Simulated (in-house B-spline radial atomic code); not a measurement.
Checks on a self-consistent run for Pb III (Pb2+), [Xe] 4f13 5d10 6s2 9p1. Computed with a B-spline radial code for spherical atoms: Dirac-Hartree-Fock, average of configuration, Fermi nucleus of rms radius 5.5012 fm.

```csv
orbital,q,ε (Eh),<1/r>,<r²>,small-component weight
1s1/2,2,-3257.58795,101.241,0.000357428,0.097815
2s1/2,2,-589.64388,25.0489,0.005362,0.022583
2p1/2,2,-565.23262,24.9589,0.00378534,0.022633
2p3/2,4,-484.65568,19.9534,0.00496362,0.019921
3s1/2,2,-145.58829,9.19917,0.0346595,0.0076175
3p1/2,2,-134.63111,9.0962,0.0315816,0.0075474
3p3/2,4,-116.42279,7.79356,0.0378614,0.0067719
3d3/2,4,-98.62902,7.67352,0.0289707,0.0066272
3d5/2,6,-94.79100,7.383,0.0306744,0.0064177
4s1/2,2,-35.69670,3.90058,0.165556,0.0026122
4p1/2,2,-30.91132,3.7895,0.168156,0.0025162
4p3/2,4,-26.36235,3.35925,0.197432,0.0022442
4d3/2,4,-18.56150,3.16138,0.204678,0.0020391
4d5/2,6,-17.69937,3.06065,0.214882,0.001963
5s1/2,2,-7.48625,1.61187,0.812425,0.00068911
5p1/2,2,-5.74790,1.49458,0.928247,0.00060828
5p3/2,4,-4.86194,1.34067,1.10285,0.00052298
4f5/2,5.5714,-7.60451,2.73003,0.232383,0.0016053
4f7/2,7.4286,-7.40901,2.69218,0.238343,0.0015746
5d3/2,4,-2.31582,1.09217,1.63963,0.00036182
5d5/2,6,-2.20202,1.05216,1.75004,0.00033892
6s1/2,2,-1.47634,0.618743,4.84284,0.00012862
9p1/2,0.33333,-0.15223,0.0926114,236.723,6.6288e-06
9p3/2,0.66667,-0.14717,0.0892922,253.495,6.2375e-06
```

Electron-electron repulsion V_ee = 7566.1809 hartree.

**Question.** What total energy follows from the eigenvalues?

**Answer.** The eigenvalues count the repulsion twice, so E = Σqε - V_ee = -13340.951 - 7566.181 = -20907.131 hartree; the run printed -20907.131.

**Question.** Does the Dirac virial theorem hold?

**Answer.** For a point nucleus E = -2c²Σq·w, with w the small-component weight. Here Σq·w = 0.55642 and c = 137.0360, so the ratio E/(-2c²Σq·w) is 1.000447; the finite nucleus accounts for the departure from 1.

**Question.** What diamagnetic shielding (Lamb formula) and susceptibility (Langevin formula) do the radii give?

**Answer.** σ = (α²/3)Σq<1/r> = 643.689/(3·137.036²) = 11426 ppm, and χ = -0.79199×10⁻⁶·Σq<r²> = -229.5×10⁻⁶ cm³/mol with Σq<r²> = 289.79 bohr². Both are non-relativistic formulas without the paramagnetism of open shells; for so heavy an element the full relativistic shielding is larger by tens of per cent.
